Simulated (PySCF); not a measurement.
Level of theory: B3LYP/[Sr def2-SVPD with ECP28, I def2-SVPD with ECP28], scalar-relativistic core potentials, density fitting, no spin–orbit coupling, PySCF. Open shells, if any, are unrestricted.

Q: What shape and geometry does isolated singlet SrI₃⁻ take (every ligand bound to Sr)?

A: Counting electrons, strontium keeps none of its valence electrons outside its bonds, so the VSEPR class is AX3 and the expected shape is trigonal planar (D3h), as computed. The lowest minimum found is a singlet of D3h symmetry with Sr–I 3.125 Å (×3); I–Sr–I 120.0° (×3). Its harmonic wavenumbers are 31 (e'), 46 (a2''), 96 (a1'), 161 (e') cm⁻¹ and its dipole moment is 0.00 D about the centre of mass.

Only a few start shapes were tried, so a lower isomer may exist. The lowest empty level of this anion is unbound, so it and the gap depend on the basis.
